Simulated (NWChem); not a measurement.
Species: C$_{2}$H$_{2}$F, doublet; SMILES [CH]=CF

Program: NWChem. Spin-unrestricted. In the optimisation the excess spin sits in a' (Cs, its own frame). The geometry was optimised at PBE0/def2-SVP, spin-unrestricted. No stability test was run on the SCF state. Vertical excitations in the gas phase. Excited states of an open shell can be spin-contaminated.

What does the run give for LRC-wPBEh/def2-SVP, TDA? Quantities: lowest excitation (eV); oscillator strength of that lowest state; lowest empty minus highest occupied level, either spin (eV).


| Property | Result |
|---|---|
| lowest excitation (eV) | 2.56 |
| oscillator strength of that lowest state | 0.000 |
| lowest empty minus highest occupied level, either spin (eV) | 8.96 |
